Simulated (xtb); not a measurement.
xtb input:

```bash
xtb mol.xyz --gfn 2 --sp --chrg -1 --uhf 0
```
mol.xyz:
```
2

In    -0.00000000    -0.00000000    -0.27269741
O      0.00000000     0.00000000     1.67027163
```

Task: What final total energy does it print?

Result: -5.45703 Eh (GFN2-xTB).

This state (charge -1, singlet) is run at the relaxed geometry of the species with charge 0 and multiplicity 2.
